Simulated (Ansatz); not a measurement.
`[InH2][CH2]N1[SiH2][SiH2]1` + H₂ → `CN1[SiH2][SiH2]1` + `[InH3]` at 500 K and 1 bar (hydrogenolysis of a C–In bond).

Calculated with Ansatz (gas phase, PBE0-D4/def2-TZVP geometries, no zero-point term in ΔE). CCSD(T)/CBS adds triple-zeta CCSD(T) − MP2 to the extrapolated MP2 energy (def2 sets, frozen cores). This one scheme is used for every species. Elements past krypton have def2 core potentials. For In outer-core shells are correlated without core-valence functions, which leaves a few kJ/mol of doubt a bond. One conformer a species, not always the lowest.

```tsv
species	CCSD(T)/CBS energy (Eh)	H − E (kJ/mol)	S (J/(mol·K))
`[InH2][CH2]N1[SiH2][SiH2]1`	-865.47902	266.1	495.7
H₂	-1.17544	41.0	145.5
`CN1[SiH2][SiH2]1`	-675.10262	247.5	397.7
`[InH3]`	-191.56739	65.2	255.5
```

H − E and S are ideal-gas, rigid-rotor, harmonic terms from PBE0-D4/def2-TZVP, for one conformer and one mirror image of each species. For small species the MP2-based limit differs from directly extrapolated CCSD(T) by up to some mEh (0.8 for H₂); such offsets cancel only in part. 1 Eh = 2625.50 kJ/mol, R = 8.31446 J/(mol·K).

Problem. By hand: ΔE, ΔH, ΔS and ΔG.

Solution. ΔE = (-675.10262) + (-191.56739) − (-865.47902) − (-1.17544) = -0.01555 Eh = -40.8 kJ/mol. Δ(H − E) = 247.5 + 65.2 − 266.1 − 41.0 = 5.6, so ΔH = -35.2 kJ/mol. ΔS = 397.7 + 255.5 − 495.7 − 145.5 = 12.0 J/(mol·K). ΔG = -35.2 − 500 × (12.0)/1000 = -41.2 kJ/mol.

Problem. By hand: the equilibrium constant, and the temperature at which ΔG would vanish if ΔH and ΔS stayed fixed.

Solution. log₁₀ K = −ΔG/(RT ln 10) = 4.3. ΔH and −TΔS have one sign here, so there is no such temperature.

The number of gas molecules stays the same, so ΔS is small and ΔH decides. A doubt of 5 kJ/mol in ΔE shifts log₁₀ K by 0.5 here. Other conformers and mirror images would add mixing entropy, several J/(mol·K) or more a flexible species. Modes under 60 cm⁻¹, often nearly free rotors, make the harmonic entropy too high. These are equilibria of isolated gas molecules and say nothing of rates. Largest T1 diagnostic: 0.015 (customary marks: 0.02 for closed shells, 0.045 for open ones).

ΔS is within the doubt of such terms, so its sign, and with it that verdict, could turn.
